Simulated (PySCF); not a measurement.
**Choosing a basis for TDDFT**

Species: C₃H₉BrSi.
SMILES with atom numbers: `[SiH3:1][CH2:2][CH2:3][CH2:4][Br:5]` (hydrogens: H6, H7, H8 on Si1; H9, H10 on C2; H11, H12 on C3; H13, H14 on C4)

Geometry (PBE0-D3(BJ)/def2-SVP, Å), atoms numbered from 1 in this order:
```xyz
14
C3H9BrSi angstrom
Si    -2.1663    0.0123   -0.5204
C     -0.2870    0.0164   -0.7128
C      0.4670    0.2034    0.6035
C      1.9666    0.1447    0.4005
Br     2.9397    0.3864    2.0676
H     -2.5913   -1.1025    0.3810
H     -2.8198   -0.1667   -1.8530
H     -2.6289    1.3045    0.0744
H      0.0032   -0.9337   -1.1953
H     -0.0204    0.8149   -1.4272
H      0.1726   -0.5697    1.3327
H      0.2037    1.1720    1.0595
H      2.3193    0.9371   -0.2738
H      2.2872   -0.8257   -0.0010
```

TDDFT with PBE0 (PySCF), vertical singlets, core orbitals frozen in the response, spherical d and f functions. Isolated species at its PBE0-D3(BJ)/def2-SVP geometry (one conformer only). The PBE0/6-31G* calculation is non-relativistic and has no spin–orbit coupling, an omission that weighs most on bromine.

| basis | functions | diffuse | S1 (eV) | S2 (eV) | S3 (eV) | S4 (eV) | S5 (eV) | LUMO (eV) | α (au) |
| --- | --- | --- | --- | --- | --- | --- | --- | --- | --- |
| 6-31G* | 110 | no | 6.39 | 6.41 | 8.08 | 8.27 | 8.29 | 0.20 | 71.4 |
| def2-SVP | 137 | no | 6.42 | 6.46 | 8.04 | 8.09 | 8.27 | 0.26 | 74.8 |
| def2-SVPD | 197 | yes | 6.18 | 6.21 | 7.38 | 7.39 | 7.72 | -0.24 | 90.2 |
| aug-cc-pVDZ | 213 | yes | 6.15 | 6.17 | 6.86 | 6.88 | 7.32 | -0.43 | 91.0 |
| def2-TZVP | 232 | no | 6.30 | 6.33 | 7.64 | 7.69 | 7.95 | -0.04 | 85.4 |
| def2-TZVPD | 292 | yes | 6.15 | 6.17 | 7.13 | 7.14 | 7.47 | -0.32 | 91.5 |

Task: How much do these states and the polarisability depend on the basis?

Result: States are compared by their number. Against the largest diffuse basis here (def2-TZVPD, itself not a converged limit), sets without diffuse functions differ by up to 0.27 eV in S1 and 0.82 eV in S5; the smaller diffuse sets differ by up to 0.03 and 0.25 eV. S1 is led by HOMO→LUMO (94%) in def2-SVP and by HOMO-1/HOMO→LUMO (≥84%) in def2-TZVPD. State by state, the largest deviation of a set without diffuse functions is S1 0.27, S2 0.29, S3 0.94, S4 1.14, S5 0.82 eV. The same number needn't mean the same state in each row. Against def2-TZVPD the polarisability deviates by -22% in 6-31G*, -18% in def2-SVP, -1% in def2-SVPD, -1% in aug-cc-pVDZ, -7% in def2-TZVP.

Without π bonds the low states are Rydberg-like; a valence basis with one diffuse set may place them up to an eV too high.
